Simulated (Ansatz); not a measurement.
`CC1(O)C[SiH2]1` + H₂ → `CC1C[SiH2]1` + H₂O at 700 K and 1 bar (hydrogenolysis of a C–O bond).

Program: Ansatz. Geometries: PBE0-D4/def2-TZVP. ΔE: electronic, gas phase. CBS: MP2 limit from def2 TZ/QZ plus the TZ coupled-cluster correction, frozen cores. This one scheme is used for every species. Each species was taken in one conformer, which may not be the lowest.

```
         species  CCSD(T)/CBS energy (Eh)  H − E (kJ/mol)  S (J/(mol·K))
`CC1(O)C[SiH2]1`               -483.17290           353.4          460.4
              H₂                 -1.17544            46.8          155.3
   `CC1C[SiH2]1`               -408.00872           330.5          418.6
             H₂O                -76.37941            80.5          218.4
```

H − E and S are ideal-gas, rigid-rotor, harmonic terms from PBE0-D4/def2-TZVP, for one conformer and one mirror image of each species. The MP2-based limit puts H₂ 0.8 mEh under its directly extrapolated value; such offsets cancel only in part. 1 Eh = 2625.50 kJ/mol, R = 8.31446 J/(mol·K).

Task: By hand: ΔE, ΔH, ΔS and ΔG.

Result: ΔE = (-408.00872) + (-76.37941) − (-483.17290) − (-1.17544) = -0.03979 Eh = -104.5 kJ/mol. Δ(H − E) = 330.5 + 80.5 − 353.4 − 46.8 = 10.8, so ΔH = -93.7 kJ/mol. ΔS = 418.6 + 218.4 − 460.4 − 155.3 = 21.3 J/(mol·K). ΔG = -93.7 − 700 × (21.3)/1000 = -108.6 kJ/mol.

Task: By hand: the equilibrium constant, and the temperature at which ΔG would vanish if ΔH and ΔS stayed fixed.

Result: log₁₀ K = −ΔG/(RT ln 10) = 8.1. ΔH and −TΔS have one sign here, so there is no such temperature.

ΔH outweighs TΔS. A doubt of 5 kJ/mol in ΔE shifts log₁₀ K by 0.4 here. Other conformers and mirror images would add mixing entropy, several J/(mol·K) or more a flexible species. These are equilibria of isolated gas molecules and say nothing of rates. Largest T1 diagnostic: 0.012 (customary marks: 0.02 for closed shells, 0.045 for open ones).
